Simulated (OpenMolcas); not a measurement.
In+: effect of the IPEA shift

* Program: OpenMolcas 26.06
* Basis: ANO-RCC-VTZP [7s6p4d2f1g]
* Scalar Hamiltonian: DKH2, point nucleus
* Active space: 2 electrons in 4 orbitals (5s 5p)
* State averaging: 2S+1 = 3 even, 3 roots; 2S+1 = 1 even, 7 roots; 2S+1 = 3 odd, 3 roots; 2S+1 = 1 odd, 3 roots
* Spin-orbit coupling: RASSI with atomic mean-field integrals over the reference wave functions, term energies averaged over their components

Methods on the same reference wave functions:
A. CASSCF
B. MS-CASPT2, IPEA 0 Eh, imaginary shift 0.1 Eh (closed shells correlated: 4d)
C. MS-CASPT2, IPEA 0.25 Eh, imaginary shift 0.1 Eh (closed shells correlated: 4d)

Energies in cm-1 above 5s2 1S0, the measured ground level; measured values from NIST Handbook of Basic Atomic Spectroscopic Data.

| Level | A | B | C | Measured |
| --- | --- | --- | --- | --- |
| 5s2 1S0 | 0.0 | 0.0 | 0.0 | 0.0 |
| 5s 5p 3P* 0 | 36972 | 42120 | 42290 | 42276 |
| 5s 5p 3P* 1 | 37869 | 43000 | 43180 | 43351 |
| 5s 5p 3P* 2 | 39781 | 44930 | 45100 | 45830 |
| 5s 5p 1P* 1 | 65553 | 62450 | 63250 | 63038 |
| 5p2 3P0 | 96205 | 101830 | 102200 | 101608 |
| 5p2 3P1 | 97316 | 103040 | 103410 | 103249 |
| 5p2 3P2 [65 %] | 98876 | 103900 | 104590 | 105565 |
| 5p2 1D2 [65 %] | 106320 | 106520 | 107810 | 97628 |
| 5p2 1S0 | 123246 | 121020 | 121840 | 121289 |

Deviations, from unrounded energies. A percentage is the sum of absolute deviations over the sum of measured energies, with the sign that they share, or ± where signs differ.

```json
{"Against measurement": "mean absolute deviation (cm-1)", "Levels": "9", "A": "5300", "B": "1500", "C": "1500"}
{"Against measurement": "other configurations (%)", "Levels": "9", "A": "±6.6", "B": "±1.8", "C": "±1.9"}
```

B, C lie about equally close to measurement and A furthest from it. The largest miss of B in the table is 5p2 1D2 [65 %], by +8900 cm-1. The ranking rests on the paired levels alone, and a cruder setting can come out closer through cancelling errors.

Between B and C the level of the table that moves most is 5p2 1D2 [65 %], by 1300 cm-1 (lowest in B, highest in C). Moves below CASPT2's spread within the term are not significant.

The lowest spin-free term lies below A's lowest term by 0.428 hartree in B, 0.425 hartree in C.

CASPT2 breaks the degeneracy within a term, and the mean is taken; among the terms shown or strongly mixed into the levels shown the widest spread is 11 cm-1 (5p2 1D, C). Over all roots computed the reference weight is 0.88 to 0.93 in B; the roots of lowest weight are the least certain, and an intruder state may touch them. The ¹D term of p² mixes with s d, which this space lacks. Without dynamic correlation excited terms often stand tens of per cent too high (terms of higher spin than the ground term too low), and those without a measured partner can miss by more than the paired ones (holds for A). Some levels mix across a computed gap that differs much from the measured one, so their mixing is not that of the real levels (holds for B; C). Measured partners are found by configuration, term and J. A level has none where our copy of the source lacks it or the pairing is in doubt (some pairs that miss far off the trend of their configuration count as doubtful), and it then counts in no deviation. Levels of configurations outside the active space are missing.

A share in square brackets marks a mixed level and gives the weight of the term that names it, the lowest over the columns. * marks odd parity.
